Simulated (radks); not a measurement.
Results of a calculation; reference values are marked as such.
Removal energies from neutral zinc, [Ar] 3d10 4s2, by Delta-SCF beside the eigenvalue of the level emptied. Code: a radial shooting solver on a logarithmic mesh with Libxc functionals. Model: Dirac Kohn-Sham, PBE, spin-unpolarised, spherical densities, finite nucleus; Fermi nuclear charge, rms radius of each element as measured or else 0.836 A^(1/3) + 0.57 fm. Sub-shells are occupied by j as written (lower j first in brackets).

removed from                   final configuration  Delta-SCF (eV)  -eigenvalue (eV)
4s1/2                                [Ar] 3d10 4s1           9.889             5.978
3d5/2                  [Ar] 3d(3/2: 4, 5/2: 5) 4s2          17.747             9.998
3d3/2                  [Ar] 3d(3/2: 3, 5/2: 6) 4s2          18.134            10.354
3p3/2         [Ne] 3s2 3p(1/2: 2, 3/2: 3) 3d10 4s2          91.024            82.378
